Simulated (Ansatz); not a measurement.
Born–Oppenheimer molecular dynamics of CH$_{6}$BFO$_{2}$ (11 atoms, charge 0, multiplicity 1). It starts at the highest image of a converged band. Of that band: Neighbouring images differ by up to 2.8 eV, so the band resolves the path poorly. A vibrational analysis at the climbing image gives one clearly imaginary mode, 1127i cm⁻¹: a first-order saddle point.

All numbers below come from RKS PBE0-D4/6-31G* (Ansatz).

```json
{
 "ensemble": "NVE (velocity Verlet)",
 "time step": "0.5 fs",
 "steps asked": "200",
 "starting velocities drawn for": "300 K",
 "seed": "6447"
}
```

Frames 2.5 fs apart, positions in Å.

Velocities at 45.0 fs (Å/ps):

```
B 11.55 -10.12 4.51
F -9.94 0.62 -16.29
O -2.28 13.16 -8.47
O -3.02 -4.95 -15.92
H -1.59 16.03 83.67
C 6.23 -0.62 35.98
H 18.68 -2.18 18.01
H 33.02 1.33 55.12
H 24.76 -41.67 38.14
H -17.72 16.63 18.09
H 16.15 -16.31 4.10
```

```xyz
11
Properties=species:S:1:pos:R:3 time_fs=45.0 energy_less_start_eV=-2.333 T=2307
B -0.326 0.087 -1.242
F 0.825 -0.551 -1.517
O -0.282 1.396 -0.880
O -1.334 -0.812 -0.812
H 1.246 -1.027 1.870
C 0.526 -0.275 2.065
H 0.547 1.776 -1.234
H -2.028 -0.340 -0.232
H -0.332 -0.604 1.519
H 0.320 -0.330 3.158
H 0.890 0.680 1.773
11
Properties=species:S:1:pos:R:3 time_fs=47.5 energy_less_start_eV=-2.434 T=2393
B -0.299 0.058 -1.222
F 0.801 -0.550 -1.559
O -0.288 1.429 -0.903
O -1.343 -0.820 -0.850
H 1.289 -1.020 2.070
C 0.540 -0.277 2.159
H 0.579 1.769 -1.178
H -1.900 -0.365 -0.148
H -0.293 -0.700 1.601
H 0.274 -0.276 3.197
H 0.932 0.664 1.776
11
Properties=species:S:1:pos:R:3 time_fs=50.0 energy_less_start_eV=-2.342 T=2315
B -0.282 0.029 -1.187
F 0.780 -0.549 -1.605
O -0.293 1.455 -0.930
O -1.351 -0.819 -0.887
H 1.394 -1.052 2.259
C 0.552 -0.282 2.251
H 0.598 1.766 -1.112
H -1.736 -0.425 -0.134
H -0.269 -0.769 1.667
H 0.216 -0.192 3.271
H 0.952 0.656 1.783
11
Properties=species:S:1:pos:R:3 time_fs=52.5 energy_less_start_eV=-2.234 T=2221
B -0.279 0.011 -1.143
F 0.766 -0.549 -1.656
O -0.299 1.470 -0.959
O -1.353 -0.814 -0.927
H 1.455 -1.035 2.445
C 0.570 -0.294 2.338
H 0.623 1.775 -1.046
H -1.644 -0.457 -0.068
H -0.215 -0.801 1.742
H 0.154 -0.079 3.364
H 0.935 0.611 1.818
11
Properties=species:S:1:pos:R:3 time_fs=55.0 energy_less_start_eV=-2.066 T=2077
B -0.282 0.009 -1.101
F 0.758 -0.552 -1.708
O -0.305 1.474 -0.988
O -1.353 -0.805 -0.962
H 1.440 -0.954 2.624
C 0.591 -0.311 2.429
H 0.624 1.781 -0.985
H -1.610 -0.503 -0.017
H -0.143 -0.819 1.828
H 0.119 0.035 3.402
H 0.900 0.552 1.872
11
Properties=species:S:1:pos:R:3 time_fs=57.5 energy_less_start_eV=-1.962 T=1988
B -0.284 0.021 -1.071
F 0.752 -0.553 -1.760
O -0.308 1.465 -1.013
O -1.354 -0.792 -0.985
H 1.437 -0.884 2.809
C 0.609 -0.325 2.525
H 0.597 1.780 -0.933
H -1.614 -0.597 -0.072
H -0.093 -0.867 1.907
H 0.113 0.123 3.380
H 0.884 0.527 1.913
11
Properties=species:S:1:pos:R:3 time_fs=60.0 energy_less_start_eV=-1.933 T=1963
B -0.279 0.044 -1.062
F 0.745 -0.552 -1.808
O -0.312 1.445 -1.035
O -1.355 -0.777 -1.000
H 1.507 -0.871 3.013
C 0.620 -0.332 2.618
H 0.578 1.787 -0.895
H -1.690 -0.708 -0.128
H -0.058 -0.951 1.994
H 0.092 0.196 3.375
H 0.902 0.516 1.944
11
Properties=species:S:1:pos:R:3 time_fs=62.5 energy_less_start_eV=-1.885 T=1922
B -0.268 0.069 -1.077
F 0.737 -0.548 -1.852
O -0.315 1.418 -1.051
O -1.354 -0.761 -1.013
H 1.547 -0.846 3.196
C 0.633 -0.335 2.703
H 0.565 1.802 -0.876
H -1.838 -0.814 -0.132
H -0.005 -1.042 2.120
H 0.037 0.260 3.427
H 0.946 0.468 1.988
11
Properties=species:S:1:pos:R:3 time_fs=65.0 energy_less_start_eV=-1.968 T=1993
B -0.254 0.084 -1.115
F 0.726 -0.539 -1.889
O -0.316 1.393 -1.061
O -1.355 -0.747 -1.016
H 1.500 -0.776 3.332
C 0.649 -0.335 2.787
H 0.532 1.815 -0.884
H -1.950 -0.889 -0.225
H 0.073 -1.119 2.285
H -0.011 0.277 3.482
H 1.008 0.379 2.048
11
Properties=species:S:1:pos:R:3 time_fs=67.5 energy_less_start_eV=-1.965 T=1992
B -0.244 0.079 -1.169
F 0.714 -0.528 -1.922
O -0.317 1.375 -1.065
O -1.356 -0.733 -1.013
H 1.438 -0.696 3.464
C 0.661 -0.332 2.874
H 0.504 1.837 -0.917
H -2.004 -0.913 -0.386
H 0.150 -1.193 2.458
H -0.023 0.240 3.505
H 1.085 0.286 2.095
11
Properties=species:S:1:pos:R:3 time_fs=70.0 energy_less_start_eV=-2.056 T=2067
B -0.245 0.053 -1.236
F 0.703 -0.515 -1.951
O -0.318 1.367 -1.064
O -1.349 -0.720 -1.015
H 1.451 -0.645 3.655
C 0.669 -0.327 2.959
H 0.502 1.872 -0.971
H -2.110 -0.905 -0.469
H 0.214 -1.270 2.616
H -0.039 0.209 3.522
H 1.159 0.207 2.125
11
Properties=species:S:1:pos:R:3 time_fs=72.5 energy_less_start_eV=-1.962 T=1989
B -0.259 0.022 -1.305
F 0.695 -0.504 -1.981
O -0.317 1.365 -1.058
O -1.339 -0.711 -1.019
H 1.478 -0.590 3.848
C 0.683 -0.330 3.042
H 0.497 1.892 -1.047
H -2.197 -0.845 -0.529
H 0.277 -1.327 2.761
H -0.104 0.235 3.556
H 1.203 0.130 2.174
```

Of the whole run (100 fs, mean temperature of the second half 2101 K): The conserved energy stayed within 0.34 meV per atom of its start (net change 0.18 meV per atom), so the integration is sound. The system heated up, since it started high on the potential surface and ran downhill. A run of 0.1 ps of so small a system gives no equilibrium averages. The orbitals stay closed-shell, which can raise the energy where a bond breaks towards radicals; this wasn't checked here.

Run time: 13 min on 2 threads of Intel(R) Xeon(R) Processor @ 2.50GHz (Skylake/Cascade Lake), with other jobs on the host, peak memory 0.18 GiB.
